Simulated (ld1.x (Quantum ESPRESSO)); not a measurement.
## Before and after: TM potential for iron

iron, norm-conserving Troullier–Martins (Kleinman–Bylander form), made with ld1.x (Quantum ESPRESSO) 7.5 (PBEsol, scalar-relativistic). Core [Ne] 3s2, reference 3p6 3d6 4s2 4p0. Waves: 3p (bound): rc 1.30 bohr; 3d (bound): rc 1.00 bohr; 4s (bound): rc 2.25 bohr. Local part: the s channel. Core correction: none.

Change: wave 4s (bound): rc 2.25 bohr becomes 4s (bound): rc 1.60 bohr.

Cutoffs: the cutoffs (Ry, on a coarse ladder) from which the occupation-weighted sum of valence levels, in a spherical-Bessel basis at the reference potential, stays within 10 and 1 mRy of its value at 400 Ry; they do not see the model core or the augmentation charge, which bear on the density cutoff. Errors are all-electron minus pseudo energies relative to the spin-unpolarised reference configuration.

Problem. How do hardness, ghosts and transferability respond?

Solution. The potential gets neither clearly harder nor softer (200 Ry and 300 Ry → 200 Ry and 300 Ry); the d channel sets the loose cutoff, while the largest relative change is in s, which becomes harder; the number of tests that count goes from 6 to 7; of the 6 tests that both files solve, the error grows in 1 and shrinks in 5 by more than 15 % and 0.3 meV (median size 423.4 → 398.3 meV); neither file shows a bound ghost at the reference potential, the only one tested.

```tsv
quantity	base	changed
cutoff, loose	200 Ry	200 Ry
cutoff, tight	300 Ry	300 Ry
loose cutoff by channel (10 mRy a level)	p 60 Ry, d 180 Ry, s 8 Ry	p 60 Ry, d 180 Ry, s 25 Ry
bound ghosts	none	none
tests counted (converged, no solver errors)	6 of 7	7 of 7
error for 3p6 3d6 4s0 4p0, meV [ΔE 24.86 eV]	-43	-13
error for 3p6 3d5 4s0 4p0, meV [ΔE 59.05 eV]	-213	-259
error for 3p6 3d6 4s0 4p2, meV [ΔE 8.49 eV]	-1534	-1290
error for 3p6 3d7 4s1 4p0, meV [ΔE -0.80 eV]	-196	-136
error for 3p6 3d6 4s1 4p1, meV [ΔE 4.13 eV]	-634	-538
error for 3p6 3d6 4s0 4p1, meV [ΔE 13.82 eV]	-1146	-961
```

Base: Tests not counted: 3p6 3d6 4s1 4p0 (pseudo-atom not self-consistent, printed error -51 meV). These tests converged, but a pseudo level misses the all-electron one widely, so the file describes the atom poorly there or has found another state: 3p6 3d5 4s0 4p0: empty 4p by 2.9 eV. ld1.x printed “convergence not achieved” for 2 of the counted tests; their residual had stalled under 1e-8, short of the target of 1e-14. Changed file: These tests converged, but a pseudo level misses the all-electron one widely, so the file describes the atom poorly there or has found another state: 3p6 3d5 4s0 4p0: empty 4p by 2.5 eV (a node warning on the way). ld1.x printed “convergence not achieved” for 2 of the counted tests; their residual had stalled under 1e-8, short of the target of 1e-14.
